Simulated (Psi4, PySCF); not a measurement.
PySCF was given this input:
```python
from pyscf import gto, scf, mp

mol = gto.M(
    atom='''
F     2.61961399   -0.16167968    0.51722906
C     1.29270948    0.23703580    0.65338783
F     1.27846866    1.56940562    0.29804702
C     0.32933436   -0.58038697   -0.06206978
F     0.15274132   -1.84779103    0.53246313
C    -0.97651162    0.00065765   -0.37030286
F    -1.73856647    0.55997130    0.67387771
F    -0.90852864    1.00925083   -1.26397875
F    -1.83408364   -0.90069473   -0.90498166
''',
    basis='def2-svp',
    charge=-1,
    spin=1,
    verbose=4,
)

mf = scf.UHF(mol)
mf.kernel()

pt = mp.MP2(mf, frozen=9)
pt.kernel()
print('E(MP2) = %.10f' % pt.e_tot)
```

Question: Write the same job for Psi4.

Answer: Several could match; the one computed here: 
```
memory 2 GB

molecule {
-1 2
  F     2.61961399   -0.16167968    0.51722906
  C     1.29270948    0.23703580    0.65338783
  F     1.27846866    1.56940562    0.29804702
  C     0.32933436   -0.58038697   -0.06206978
  F     0.15274132   -1.84779103    0.53246313
  C    -0.97651162    0.00065765   -0.37030286
  F    -1.73856647    0.55997130    0.67387771
  F    -0.90852864    1.00925083   -1.26397875
  F    -1.83408364   -0.90069473   -0.90498166
}

set basis def2-svp
set reference uhf
set freeze_core true
set mp2_type conv
set scf_type pk
set puream true
set d_convergence 1e-8

energy('mp2')
print_variables()
```

Both were run: PySCF gave -711.059142 Eh and Psi4 -711.059142 Eh, 0.000 mEh apart.
